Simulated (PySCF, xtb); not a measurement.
C4H10OSi, SMILES C[SiH2]C1COC1.

GFN2-xTB (xtb) at its own geometry gives an orbital gap of 5.52 eV and a dipole moment of 2.48 D.

Coordinates come from a PBE0-D3(BJ)/def2-SVP optimisation. The structure was generated by enumeration, and PubChem lists no compound with its InChIKey, so it may never have been made. The values are those of a single conformer.

Question: What does CAM-B3LYP/def2-TZVP (PySCF) give? (Estimate from the structure and the level; the computed values follow.)

Answer: gap 10.04 eV (levels -8.55 and 1.49 eV), dipole 2.14 D.
